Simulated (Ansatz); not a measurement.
A CCSD(T) single point on C₃H₇NOSi, SMILES `C=CN([SiH3])C=O`.

```yaml
crystal:
  periodic: [false, false, false]
  atoms:
    - {symbol: C, position_ang: [-0.117204, -1.925845, -0.533916]}
    - {symbol: C, position_ang: [-0.515044, -1.036162, 0.369263]}
    - {symbol: N, position_ang: [-0.169590, 0.320584, 0.367641]}
    - {symbol: Si, position_ang: [0.867241, 0.995020, -0.886473]}
    - {symbol: C, position_ang: [-0.671109, 1.110102, 1.385507]}
    - {symbol: O, position_ang: [-1.382737, 0.723679, 2.275461]}
    - {symbol: H, position_ang: [-0.438295, -2.954528, -0.447167]}
    - {symbol: H, position_ang: [0.524538, -1.681592, -1.373492]}
    - {symbol: H, position_ang: [-1.156865, -1.308002, 1.198785]}
    - {symbol: H, position_ang: [1.003769, 2.432614, -0.560093]}
    - {symbol: H, position_ang: [2.185890, 0.318738, -0.866203]}
    - {symbol: H, position_ang: [0.235233, 0.809950, -2.214190]}
    - {symbol: H, position_ang: [-0.345529, 2.160641, 1.299777]}
basis:
  gaussian: {orbitals: def2-TZVPP}
correlation: {method: ccsd_t}
```

```sh
$ ansatz run in.yaml --threads 4 --pin off --events-out ev --progress --plain --max-ram 10444MiB
```

The program prints (abridged):

```
Functional definition: HF
1753 factors; integrals over basis functions are off by at most 1.2e-3 eV
mean field evaluation 1: about -14580.9623 eV, gradient 4.5e1 eV
mean field evaluation 2: about -14581.3283 eV, gradient 4.5e1 eV
mean field evaluation 4: about -14586.1955 eV, gradient 6.1e0 eV
mean field evaluation 8: about -14586.3185 eV, gradient 5.4e-1 eV
mean field evaluation 16: about -14586.3206 eV, gradient 1.6e-6 eV
mean field -14586.32058702 eV, -536.0373946100 hartree, gradient 1.6e-6 eV, S^2 0.000000; 0 other end points of the search recorded, 0 dependent functions left out
10 core orbitals not correlated: weight in the atoms' cores, before any rotation towards them, 1.000 or more for the frozen orbitals, at most 0.000 for the correlated occupied ones
reference -14586.32058702 eV, -536.0373946100 hartree; 17, 17 occupied and 268, 268 virtual orbitals, 1753 factors
second order -28.28867253 eV of doubles, -0.00000000 eV of singles
cycle   1  -28.40401852 eV  change   -1.2e-1 eV  update   1.3e-1
cycle   2  -29.19954284 eV  change   -8.0e-1 eV  update   4.2e-2
cycle   3  -29.40491710 eV  change   -2.1e-1 eV  update   2.3e-2
cycle   4  -29.38752129 eV  change    1.7e-2 eV  update   6.0e-3
cycle   5  -29.38384556 eV  change    3.7e-3 eV  update   2.9e-3
cycle   6  -29.38540002 eV  change   -1.6e-3 eV  update   8.6e-4
cycle   7  -29.38516848 eV  change    2.3e-4 eV  update   3.3e-4
cycle   8  -29.38495399 eV  change    2.1e-4 eV  update   1.2e-4
cycle   9  -29.38496840 eV  change   -1.4e-5 eV  update   5.0e-5
cycle  10  -29.38500044 eV  change   -3.2e-5 eV  update   1.9e-5
perturbative correction -1.31931957 eV, -0.0484840998 hartree
Total energy: -14617.02490703 eV, -537.1657575581 hartree
```

Hardware: 4 threads of an AMD EPYC 9R45 on a shared host. Wall time 3.6 min, peak host memory 3.9 GiB.

MP2 recovers 92.1 % of the CCSD(T) correlation energy and the triples give 4.3 %; T1 = 0.0148.
